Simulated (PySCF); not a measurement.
Al(Me)(OH)(NH2) (CH6AlNO), SMILES [CH3][Al]([NH2])[OH].

Geometry optimised at B3LYP-D3(BJ)/def2-SVP. One conformer was computed; it need not be the lowest.

Level of theory: TDA-M06-2X/def2-SVPD (PySCF 2.14.0).

Vertical excitations. Gas-phase values at a fixed geometry. State labels are in the subgroup Cs.

```csv
state,symmetry,energy (eV),λ (nm),f,main pairs
S1,A",6.05,205,0.049,HOMO→LUMO 90 %
S2,A',7.21,172,0.125,HOMO−1→LUMO 88 %
S3,A",7.52,165,0.020,"HOMO→LUMO+3 47 %, HOMO−2→LUMO 21 %, HOMO→LUMO+1 14 %"
S4,A',7.62,163,0.124,HOMO→LUMO+2 89 %
S5,A",7.64,162,0.000,"HOMO→LUMO+1 48 %, HOMO→LUMO+3 24 %, HOMO→LUMO+5 11 %, HOMO−1→LUMO+2 11 %"
S6,A",7.79,159,0.001,"HOMO−1→LUMO+2 45 %, HOMO→LUMO+1 17 %, HOMO−2→LUMO 16 %, HOMO→LUMO+4 8 %"
S7,A",8.03,154,0.098,"HOMO−2→LUMO 38 %, HOMO−1→LUMO+2 36 %, HOMO→LUMO+3 9 %, HOMO−2→LUMO+1 6 %"
S8,A',8.12,153,0.113,HOMO−3→LUMO 73 %
S9,A",8.34,149,0.006,"HOMO→LUMO+4 41 %, HOMO→LUMO+10 14 %, HOMO→LUMO+5 13 %, HOMO→LUMO+1 10 %"
S10,A',8.71,142,0.010,HOMO−1→LUMO+1 82 %
T1,A",5.80,214,0,HOMO→LUMO 82 %
T2,A',6.36,195,0,HOMO→LUMO+2 93 %
T3,A',6.71,185,0,HOMO−1→LUMO 79 %
T4,A",7.16,173,0,HOMO−1→LUMO+2 95 %
```
Triplets are in the Tamm–Dancoff approximation.
